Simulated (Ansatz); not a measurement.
Ideal-gas functions of `C=C=[Se]` at 298.15 K and 1 bar, from an Ansatz frequency run at PBE0-D4/def2-TZVP.

Molar mass 105.0 g/mol, point group C2v (symmetry number 2), electronic degeneracy 1, moments of inertia 1.753, 129.248, 131.001 u Å². Harmonic wavenumbers (cm⁻¹, unscaled): 333, 385, 694, 745, 900, 1355, 1798, 3153, 3235.

Use S(trans) = R[1.5 ln M + 2.5 ln T − 1.1517]; rotational temperatures θ = 24.2544 K / I; S(rot) = R[ln(√π/σ · √(T³/θAθBθC)) + 1.5]; for each mode x = 1.438777 ν̃/T, S = R[x/(eˣ − 1) − ln(1 − e⁻ˣ)] and H = RT x/(eˣ − 1); 1 cm⁻¹ = 0.0119627 kJ/mol; R = 8.31446 J/(mol·K).

Task: By hand: the entropy, in J/(mol·K).

Result: Translation 166.9. Rotation: θ = 13.8359, 0.1877, 0.1851 K, giving 85.6. Vibration, mode by mode: 5.21, 4.27, 1.31, 1.08, 0.58, 0.09, 0.01, 0.00, 0.00, in all 12.6. Electronic 0.0. Sum 265.1 J/(mol·K).

Task: By hand: H − E and G − E in kJ/mol, counted from the electronic energy.

Result: Zero-point energy ½ × 12598 × 0.0119627 = 75.4; thermal vibration 2.6; translation, rotation and pV give 4 RT = 9.9. H − E = 87.9 kJ/mol, and G − E = 87.9 − 298.15 × 265.1/1000 = 8.9 kJ/mol.

Vibration gives 5 % of the entropy.
